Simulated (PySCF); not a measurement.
C3H7BFNO, SMILES C/C=C/OB(N)F.

Geometry optimised at r2SCAN-D4/def2-SVP. The structure was generated by enumeration; whether it is a known compound was not checked. Other conformers were not sampled.

Two levels are set side by side: PBE/def2-TZVP (PySCF) and HF/def2-TZVP (PySCF). Same geometry, gas phase. Differences are taken from unrounded values.

```csv
quantity,HF,PBE,PBE minus HF
orbital gap (eV),12.33,5.02,-7.31
highest occupied level (eV),-9.03,-5.30,3.73
lowest empty level (eV),3.30,-0.28,-3.58
dipole moment (D),1.17,1.34,0.17
mean polarisability (bohr³),59.5,67.5,8.0
```

Without exact exchange PBE keeps part of each electron's self-repulsion, which lifts occupied levels and narrows the gap. Loosely held outer electrons make PBE densities more polarisable. Differences between two approximate levels are no errors against the true value.

Rough cost on one machine, each run with all the roots and properties that it gave: HF against PBE about 1/3.
